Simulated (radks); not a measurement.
The numbers below are computed, except where a source is named.
How relativity changes the ionisation of the barium ion Ba+ ([Xe] 6s1) to Ba2+ ([Xe]). Spin-unpolarised spherical Kohn-Sham, BLYP, point nucleus unless stated (finite: rms radius 4.8378 fm), a radial shooting solver on a logarithmic mesh with Libxc functionals. A level marked "c x" has the speed of light scaled by that factor.

level,E(Ba+) (hartree),E(Ba2+) (hartree),IE (eV),HOMO,<r> HOMO (bohr)
non-rel.,-7886.2033,-7885.8462,9.718,6s,4.448
scalar-rel.,-8136.0878,-8135.7179,10.065,6s,4.307
"scalar-rel., finite nucleus",-8135.7538,-8135.3840,10.064,6s,4.307
Dirac,-8139.8526,-8139.4828,10.061,6s1/2,4.309
"Dirac, finite nucleus",-8139.5173,-8139.1475,10.061,6s1/2,4.309
"Dirac, c x 0.85",-8249.9870,-8249.6115,10.216,6s1/2,4.250
"Dirac, c x 2",-7945.6927,-7945.3327,9.797,6s1/2,4.415
"Dirac, c x 3",-7912.3507,-7911.9923,9.752,6s1/2,4.434

NIST Atomic Spectra Database: 10.004 eV (measured). The relativistic part of the total energy of Ba+ is -253.3 hartree (Dirac, finite nucleus), 3.2 % of the non-relativistic value. Spin polarisation and multiplet splitting of open shells are left out at every level.

Beside tabulated values, note that relativity, absent from the non-relativistic runs, is large for the heavy elements, and spin-unpolarised runs miss the spin-polarisation part of the exchange energy of open shells.
